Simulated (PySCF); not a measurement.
diphosphane (H4P2), SMILES PP.

Geometry: B3LYP-D3(BJ)/def2-TZVP.

Calculation: B3LYP-D3(BJ)/def2-TZVP in PySCF.

Frequencies are harmonic and unscaled.

```json
[
 {"mode": "1", "ν (cm⁻¹)": "86", "IR (km/mol)": "4.9", "Raman (Å⁴/amu)": "0.0", "depolarisation": "–", "moving atoms (share of kinetic energy)": "H 97 %"},
 {"mode": "2", "ν (cm⁻¹)": "429", "IR (km/mol)": "0.0", "Raman (Å⁴/amu)": "33.1", "depolarisation": "0.23", "moving atoms (share of kinetic energy)": "P 96 %"},
 {"mode": "3", "ν (cm⁻¹)": "627", "IR (km/mol)": "8.9", "Raman (Å⁴/amu)": "0.0", "depolarisation": "–", "moving atoms (share of kinetic energy)": "H 100 %"},
 {"mode": "4", "ν (cm⁻¹)": "644", "IR (km/mol)": "10.2", "Raman (Å⁴/amu)": "0.0", "depolarisation": "–", "moving atoms (share of kinetic energy)": "H 94 %"},
 {"mode": "5", "ν (cm⁻¹)": "870", "IR (km/mol)": "0.0", "Raman (Å⁴/amu)": "7.8", "depolarisation": "0.74", "moving atoms (share of kinetic energy)": "H 90 %, P 10 %"},
 {"mode": "6", "ν (cm⁻¹)": "915", "IR (km/mol)": "0.0", "Raman (Å⁴/amu)": "12.7", "depolarisation": "0.75", "moving atoms (share of kinetic energy)": "H 95 %"},
 {"mode": "7", "ν (cm⁻¹)": "1098", "IR (km/mol)": "0.0", "Raman (Å⁴/amu)": "41.0", "depolarisation": "0.73", "moving atoms (share of kinetic energy)": "H 98 %"},
 {"mode": "8", "ν (cm⁻¹)": "1107", "IR (km/mol)": "19.7", "Raman (Å⁴/amu)": "0.0", "depolarisation": "–", "moving atoms (share of kinetic energy)": "H 97 %"},
 {"mode": "9", "ν (cm⁻¹)": "2367", "IR (km/mol)": "0.0", "Raman (Å⁴/amu)": "318.6", "depolarisation": "0.12", "moving atoms (share of kinetic energy)": "H 97 %"},
 {"mode": "10", "ν (cm⁻¹)": "2371", "IR (km/mol)": "0.0", "Raman (Å⁴/amu)": "228.7", "depolarisation": "0.75", "moving atoms (share of kinetic energy)": "H 97 %"},
 {"mode": "11", "ν (cm⁻¹)": "2375", "IR (km/mol)": "80.7", "Raman (Å⁴/amu)": "0.0", "depolarisation": "–", "moving atoms (share of kinetic energy)": "H 97 %"},
 {"mode": "12", "ν (cm⁻¹)": "2385", "IR (km/mol)": "104.6", "Raman (Å⁴/amu)": "0.0", "depolarisation": "–", "moving atoms (share of kinetic energy)": "H 97 %"}
]
```
